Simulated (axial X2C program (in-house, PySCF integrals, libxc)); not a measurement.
## RbGe along the bond: LDA, two-component

All values were computed with an in-house all-electron X2C program for linear molecules (integrals from PySCF). Two-component (2c) means X2C with spin–orbit coupling and atomic mean-field two-electron Coulomb and Gaunt terms. Basis: Rb dyall-cv3z [12s13p8d4f1g], Ge dyall-cv3z [9s9p7d4f1g] (cores contracted in-house); Gaussian nuclei, density fitting, unrestricted open shells. Masses: Rb 84.912 u, Ge 73.921 u.

State: Ω = 3/2 (⟨Sz⟩ = 1.49, ⟨Lz⟩ = 0.01 at LDA). Dipoles are positive if Ge is the positive end.

```tsv
R (Å)	μ (D)	HOMO (eV)	LUMO (eV)
2.772	-7.197	-3.31	-2.28
2.899	-7.659	-3.20	-2.32
2.995	-7.975	-3.14	-2.36
3.090	-8.271	-3.08	-2.39
3.186	-8.550	-3.02	-2.41
3.297	-8.852	-2.96	-2.44
3.409	-9.131	-2.92	-2.47
3.552	-9.453	-2.86	-2.50
3.728	-9.790	-2.81	-2.54
3.982	-10.168	-2.76	-2.59
```

(1) The minimum lies at 3.111 Å. What is the dipole moment there, and its slope?

The state is one determinant whose occupation by symmetry is held fixed; it was picked as the lowest of a PBE0 search that is not exhaustive. Density functionals use the spin component along the axis (collinear). PBE0 can misorder states that lie within some tenths of an eV, so this need not be the ground state of the molecule. The nearest other 2c determinant of the search, Ω = 1/2, lies 0.50 eV up at the distance of the search. With several unpaired electrons one determinant need not be a pure state. This is the top spin component of a Σ state; components of lower Ω are not single determinants and can lie lower.

Results:

(1) At LDA, 2c, with the sign and origin stated: μ = -8.33 D, dμ/dR = -2.97 D/Å.
